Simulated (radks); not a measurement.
Task: The mean radii <r> (bohr) of the occupied orbitals of an atom or ion are listed with their occupations. All-electron calculation, non-relativistic Kohn-Sham, PBE, spin-polarised, spherical densities, point nucleus. Program: a radial shooting solver on a logarithmic mesh with Libxc functionals.

orbital  occ.     <r>
1s up       1  0.1205
1s down     1  0.1205
2s up       1  0.6270
2s down     1  0.6261
2p up       3  0.6020
2p down     3  0.6004
3s up       1   2.196

Name the element and its charge. Open shells, if any, are filled with parallel spins first.

Result: Z = 13, aluminium, charge +2: Al2+ in [Ne] 3s1. The 1s radius gives Z: for a bare nucleus <r> = 1.5/Z, 0.1154 bohr for Z = 13, and screening makes it slightly larger (0.1205 here). The occupations add up to 11, and the charge is Z minus that.
